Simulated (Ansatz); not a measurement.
A run for Ansatz (a program for electronic structure): R-PBE0/def2-TZVPPD on stibine (SMILES [SbH3]) with ghost functions. Elements past Kr take the def2 small-core potentials; no spin–orbit coupling. Files ending in .json are basis or fitting sets from the Basis Set Exchange.

Ansatz 0.2 input:
```yaml
crystal:
  periodic: [false, false, false]
  atoms:
    - {symbol: Sb, position_ang: [0.61259536, -0.14056545, 0.64658477]}
    - {symbol: H, position_ang: [1.19548628, 0.48732085, -0.84521564]}
    - {symbol: H, position_ang: [1.97672594, 0.46651141, 1.48444945]}
    - {symbol: H, position_ang: [-0.28028033, 1.28752843, 0.95197356]}
basis:
  gaussian:
    orbitals: def2-TZVPPD.json
    ghost_atoms:
      - {symbol: C, position_ang: [-0.12132725, 0.54401504, 4.25500551]}
      - {symbol: C, position_ang: [-0.27484835, -0.76454027, 4.10995739]}
      - {symbol: H, position_ang: [0.84364068, 0.98329581, 4.47632553]}
      - {symbol: H, position_ang: [-0.95335567, 1.22979179, 4.15158519]}
      - {symbol: H, position_ang: [-1.23884590, -1.20431235, 3.88508155]}
      - {symbol: H, position_ang: [0.55770881, -1.45021106, 4.21112109]}
hamiltonian:
  xc: {name: PBE0}
scf: {lower_state_search: off}
```

The head of its log:

```
WARN ansatz: RAYON_NUM_THREADS=1 ignored (pool sized by the plan → 1); use --threads N
Functional definition: PBE0
these checks for a lower state are left out or cut short: stability, starts, cluster_reference, orbital_swaps, neighbouring_geometries, increment
integrals: 0.14 GiB planned
1180 factors; their error is unknown
mean field: 1.33 GiB planned
mean field evaluation 1: about -6585.6063 eV, gradient 8.3e0 eV
mean field evaluation 2: about -6585.7197 eV, gradient 6.6e0 eV
```

Task: Predict the final total energy.

Result: -242.0305 hartree.
